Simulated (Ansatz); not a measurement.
```yaml
crystal:
  periodic: [false, false, false]
  atoms:
    - {symbol: O, position_ang: [-1.394577, 1.028553, 1.431371]}
    - {symbol: Al, position_ang: [0.099496, 0.556791, 0.810075]}
    - {symbol: Cl, position_ang: [1.877369, 1.155284, 1.743822]}
    - {symbol: Si, position_ang: [0.104938, -0.833858, -1.194481]}
    - {symbol: Cl, position_ang: [2.057519, -1.245417, -1.729288]}
    - {symbol: H, position_ang: [-1.521675, 1.570943, 2.208746]}
    - {symbol: H, position_ang: [-0.544784, -0.157487, -2.347702]}
    - {symbol: H, position_ang: [-0.586187, -2.132009, -0.978341]}
basis:
  gaussian: {orbitals: def2-SVPD, final_grid: {core_spheres: 1, valence_spheres: 1, degree: 5}}
hamiltonian: {xc: {name: wB97M-V}}
accuracy: high
```

```sh
$ ansatz run in.yaml --threads 4 --pin off --events-out ev --progress --plain --max-ram 10444MiB
```

Shortened log:

```
Functional definition: wB97M-V
2810 factors; integrals over basis functions are off by at most 3.5e-9 eV
686 factors; integrals over basis functions are off by at most 1.8e-9 eV
mean field evaluation 1: about -41599.2737 eV, gradient 5.1e1 eV
mean field evaluation 2: about -41596.9661 eV, gradient 6.5e1 eV
mean field evaluation 4: about -41604.4778 eV, gradient 1.8e0 eV
mean field evaluation 8: about -41585.5035 eV, gradient 5.9e0 eV
mean field evaluation 16: about -41585.5865 eV, gradient 3.7e-4 eV
mean field -41585.58647824 eV, -1528.2421153524 hartree, gradient 3.1e-8 eV, S^2 0.000000; 0 other end points of the search recorded, 0 dependent functions left out
reference -41585.58648143 eV, -1528.2421154695 hartree; 36, 36 occupied and 113, 113 virtual orbitals, 2810 factors
Total energy: -41585.58648143 eV, -1528.2421154695 hartree
```

**Question.** What is wrong with this run?

**Answer.** The integration grid is far too coarse. The run converged. The result belongs to that input, not to the molecule as meant.
